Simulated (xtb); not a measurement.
C$_{7}$H$_{8}$O, triplet, at a GFN2-xTB geometry (a higher spin typed on purpose: for a closed-shell molecule this is an excited state); xtb 6.7.1 with GFN1-xTB.

The xtb input:
```
$ xtb mol.xyz --gfn 1 --uhf 2 --json

# file mol.xyz
16

C     -2.78186503     0.23684651    -0.14039591
O     -1.69961912    -0.47020552    -0.68097207
C     -0.43433259    -0.20352678    -0.24939057
C      0.61542253    -0.95639157    -0.85658381
C      1.90597796    -0.76820759    -0.51100788
C      2.24289758     0.23843572     0.52210363
C      1.20405287     0.98512866     1.12672689
C     -0.09393761     0.81036884     0.79295653
H     -3.67008755    -0.14706680    -0.64133420
H     -2.87561608     0.06922139     0.93800899
H     -2.69723092     1.31224785    -0.33029248
H      0.32634537    -1.67946990    -1.60442786
H      2.70654695    -1.32868306    -0.96191413
H      3.26980135     0.38631833     0.80382738
H      1.46928755     1.71472317     1.87982426
H     -0.88138802     1.37843070     1.25763135
```

Output, abridged:

```
   ID    Z sym.   atoms
    1    6 C      1, 3-8
    2    8 O      2
    3    1 H      9-16

           -------------------------------------------------
          |                Calculation Setup                |
           -------------------------------------------------

           -------------------------------------------------
          |                 G F N 1 - x T B                 |
           -------------------------------------------------

          ...................................................
          :                      SETUP                      :
          :.................................................:
          :  # basis functions                  48          :
          :  # atomic orbitals                  48          :
          :  # shells                           32          :
          :  # electrons                        42          :
          :  # halogen bonds                     0          :
          :  max. iterations                   250          :
          :  Hamiltonian                  GFN1-xTB          :
          :  restarted?                      false          :
          :  GBSA solvation                  false          :
          :  PC potential                    false          :
          :  electronic temp.          300.0000000     K    :
          :  accuracy                    1.0000000          :
          :  -> integral cutoff          0.2500000E+02      :
          :  -> integral neglect         0.1000000E-07      :
          :  -> SCF convergence          0.1000000E-05 Eh   :
          :  -> wf. convergence          0.2000000E-04 e    :
          :  Broyden damping             0.4000000          :
          :  net charge                          0          :
          :  unpaired electrons                  2          :
          ...................................................

 iter      E             dE          RMSdq      gap      omega  full diag
   1    -23.9132896 -0.239133E+02  0.912E+00    0.50       0.0  T
   2    -23.9564700 -0.431804E-01  0.548E+00    0.65       1.0  T
   3    -23.9087216  0.477485E-01  0.192E+00    0.57       1.0  T
   4    -23.9646914 -0.559699E-01  0.323E-01    0.59       1.0  T
   5    -23.9665263 -0.183490E-02  0.143E-01    0.56       1.0  T
   6    -23.9669616 -0.435251E-03  0.230E-02    0.56       1.1  T
   7    -23.9669658 -0.425830E-05  0.662E-03    0.56       3.8  T
   8    -23.9669660 -0.157232E-06  0.315E-03    0.56       7.9  T
   9    -23.9669660 -0.205091E-07  0.165E-03    0.56      15.2  T
  10    -23.9669660 -0.428271E-08  0.158E-04    0.56     157.8  T
  11    -23.9669660 -0.778613E-10  0.527E-05    0.56     474.4  T

   *** convergence criteria satisfied after 11 iterations ***

 transition dipole moment (au) for excitation:          21          22
     X       Y       Z
   1.3149   0.6204   0.7771  total (au/Debye):    1.649   4.190
 dE (eV)             :    3.717
 oscillator strength :  0.34996E+00

         :::::::::::::::::::::::::::::::::::::::::::::::::::::
         ::                     SUMMARY                     ::
         :::::::::::::::::::::::::::::::::::::::::::::::::::::
         :: total energy             -23.645933899575 Eh    ::
         :: gradient norm              0.017688075712 Eh/a0 ::
         :: HOMO-LUMO gap              0.555655692805 eV    ::
         ::.................................................::
         :: SCC energy               -23.966966030371 Eh    ::
         :: -> electrostatic           0.029670123652 Eh    ::
         :: repulsion energy           0.327730803514 Eh    ::
         :: dispersion energy         -0.006698672717 Eh    ::
         :: halogen bond corr.         0.000000000000 Eh    ::
         :: add. restraining           0.000000000000 Eh    ::
         :: total charge              -0.000000000000 e     ::
         :::::::::::::::::::::::::::::::::::::::::::::::::::::

           -------------------------------------------------
          |                Property Printout                |
           -------------------------------------------------

    * Orbital Energies and Occupations

         #    Occupation            Energy/Eh            Energy/eV
      -------------------------------------------------------------
         1        2.0000           -0.8144222             -22.1616
       ...           ...                  ...                  ...
        10        2.0000           -0.5818832             -15.8338
        11        2.0000           -0.5557122             -15.1217
        12        2.0000           -0.5315252             -14.4635
        13        2.0000           -0.5244929             -14.2722
        14        2.0000           -0.5174288             -14.0800
        15        2.0000           -0.5158621             -14.0373
        16        2.0000           -0.5016365             -13.6502
        17        2.0000           -0.4827079             -13.1351
        18        2.0000           -0.4790989             -13.0369
        19        2.0000           -0.4532162             -12.3326
        20        2.0000           -0.4373189             -11.9001
        21        1.0000           -0.3991253             -10.8608
        22        1.0000           -0.2625432              -7.1442 (HOMO)
        23        0.0000           -0.2421232              -6.5885 (LUMO)
        24                         -0.1520529              -4.1376
        25                         -0.1375098              -3.7418
        26                         -0.1020229              -2.7762
        27                         -0.0939119              -2.5555
        28                         -0.0877500              -2.3878
        29                         -0.0867390              -2.3603
        30                         -0.0800171              -2.1774
        31                         -0.0636459              -1.7319
        32                         -0.0550832              -1.4989
        33                          0.0650145               1.7691
       ...                                ...                  ...
        48                          0.6570830              17.8801
      -------------------------------------------------------------
                  HL-Gap            0.0204200 Eh            0.5557 eV
             Fermi-level           -0.3352776 Eh           -9.1234 eV

  Mulliken/CM5 charges         n(s)   n(p)   n(d)
     1C     0.17369  0.05321   0.969  2.857  0.000
     2O    -0.38540 -0.47618   1.682  4.704  0.000
     3C     0.20349  0.21989   1.024  2.772  0.000
     4C    -0.03168 -0.08271   1.060  2.971  0.000
     5C    -0.07799 -0.13411   1.048  3.030  0.000
     6C    -0.04764 -0.10397   1.074  2.973  0.000
     7C    -0.01268 -0.06856   1.055  2.957  0.000
     8C    -0.08473 -0.13810   1.065  3.020  0.000
     9H     0.04112  0.10206   0.959  0.000  0.000
    10H     0.03173  0.09099   0.968  0.000  0.000
    11H     0.03171  0.09099   0.968  0.000  0.000
    12H     0.04215  0.10214   0.958  0.000  0.000
    13H     0.02858  0.08505   0.971  0.000  0.000
    14H     0.02925  0.08538   0.971  0.000  0.000
    15H     0.02827  0.08471   0.972  0.000  0.000
    16H     0.03012  0.08921   0.970  0.000  0.000

Wiberg/Mayer (AO) data.
largest (>0.10) Wiberg bond orders for each atom

 ---------------------------------------------------------------------------
     #   Z sym  total        # sym  WBO       # sym  WBO       # sym  WBO
 ---------------------------------------------------------------------------
     1   6 C    3.906 --     9 H    0.983    11 H    0.974    10 H    0.974
                             2 O    0.941
     2   8 O    2.211 --     3 C    1.117     1 C    0.941
     3   6 C    3.592 --     4 C    1.189     2 O    1.117     8 C    1.001
                             5 C    0.153
     4   6 C    3.988 --     5 C    1.665     3 C    1.189    12 H    0.969
     5   6 C    3.918 --     4 C    1.665     6 C    1.050    13 H    0.976
                             3 C    0.153
     6   6 C    3.629 --     7 C    1.261     5 C    1.050    14 H    0.981
                             8 C    0.187
     7   6 C    3.995 --     8 C    1.658     6 C    1.261    15 H    0.970
     8   6 C    3.898 --     7 C    1.658     3 C    1.001    16 H    0.973
                             6 C    0.187
     9   1 H    1.016 --     1 C    0.983
    10   1 H    1.010 --     1 C    0.974
    11   1 H    1.010 --     1 C    0.974
    12   1 H    1.002 --     4 C    0.969
    13   1 H    1.003 --     5 C    0.976
    14   1 H    1.004 --     6 C    0.981
    15   1 H    1.004 --     7 C    0.970
    16   1 H    1.002 --     8 C    0.973
 ---------------------------------------------------------------------------

Topologies differ in total number of bonds
Writing topology from bond orders to xtbtopo.mol

 dipole moment from electron density (au)
     X       Y       Z
  -0.7006   0.5091   0.4049  total (Debye):    2.430

           -------------------------------------------------
          | TOTAL ENERGY              -23.645933899575 Eh   |
          | GRADIENT NORM               0.017688075712 Eh/α |
          | HOMO-LUMO GAP               0.555655692805 eV   |
           -------------------------------------------------

normal termination of xtb
```
